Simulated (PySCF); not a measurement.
A structure optimised at PBE-D3(BJ)/def2-SVP, used in a PySCF frequency run:

```xyz
6

W      0.1726    -0.3309    -0.0524
O      1.2037    -0.8931    -1.3038
S      1.1296    -0.6250     1.8484
Br    -0.3208     2.0209    -0.4059
S     -1.7165    -1.7038     0.0178
H     -1.7815    -1.8394    -1.3425
```
Charge 0, spin multiplicity 1.

Q: Write its SMILES and formula.

A: [O]=[W](=[S])([SH])[Br], BrHOS2W

Q: What are its rotational constants (standard atomic weights)?

A: 1.6415, 0.85936, 0.72711 GHz
